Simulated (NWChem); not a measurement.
Species: C$_{2}$H$_{8}$Si$_{2}$; SMILES [SiH3]/C=C\[SiH3]

Results from NWChem. Pople sets run with spherical d functions. Coordinates come from a PBE0/def2-SVP optimisation. Level: M06-2X/6-31G* with SMD (1 M gas to 1 M solution), gas-phase geometry. Reactions with the solvent are ignored.

Estimate the computed values for solvent ethyl acetate. Quantities: solvation free energy (kcal/mol); cavity-dispersion-structure term (kcal/mol); dipole in solution (D).

The solvation free energy (kcal/mol) is -0.9 and the cavity-dispersion-structure term (kcal/mol) is 0.2. The dipole in solution (D) is 1.07.
